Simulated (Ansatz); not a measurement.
C₃H₉O₃Y, SMILES `C[O][Y]([O]C)[O]C`, relaxed with RKS PBE0-D4/def2-TZVP in the Gaussian-basis code of Ansatz from a PBE-D4/def2-SVP geometry. The force threshold is 0.005 eV/Å; the program also tests the step.

The species carries charge 0 and has multiplicity 1. Y: def2 effective core potential.

Start:

```xyz
16

C    -0.639    3.187    1.099
O    -0.448    1.879    0.668
Y    -0.118   -0.036    0.032
O    -0.528   -0.553   -1.903
C    -0.773   -0.906   -3.226
O     0.792   -1.381    1.275
C     1.442   -2.272    2.122
H    -1.692    3.529    0.944
H    -0.414    3.311    2.187
H     0.014    3.908    0.549
H    -0.407   -0.131   -3.942
H    -1.865   -1.035   -3.427
H    -0.278   -1.868   -3.505
H     1.695   -1.811    3.108
H     0.819   -3.175    2.336
H     2.400   -2.644    1.683
```

```
step  energy (eV)  largest force (eV/Å)  largest move (Å)
   1  -10439.1393                 0.558             0.000
   2  -10439.2006                 0.185             0.041
   3  -10439.2060                 0.037             0.007
   4  -10439.2061                 0.019             0.005
   5  -10439.2063                 0.002             0.021
   6  -10439.2065                 0.029             0.057
   7  -10439.2065                 0.016             0.002
   8  -10439.2065                 0.000             0.004
   9  -10439.2066                 0.001             0.012
```

End:

```xyz
16

C    -0.644    3.168    1.097
O    -0.390    1.884    0.646
Y    -0.013   -0.002   -0.003
O    -0.474   -0.533   -1.908
C    -0.777   -0.905   -3.206
O     0.840   -1.353    1.249
C     1.425   -2.263    2.112
H    -1.694    3.448    0.939
H    -0.432    3.269    2.170
H    -0.027    3.907    0.568
H    -0.440   -0.150   -3.929
H    -1.860   -1.028   -3.345
H    -0.301   -1.857   -3.476
H     1.658   -1.806    3.084
H     0.764   -3.119    2.300
H     2.363   -2.660    1.701
```

Run time 20 s (2 threads of an AMD EPYC 7R13 on a shared host and a share of an NVIDIA H100 80 GB); peak host memory 0.95 GiB.
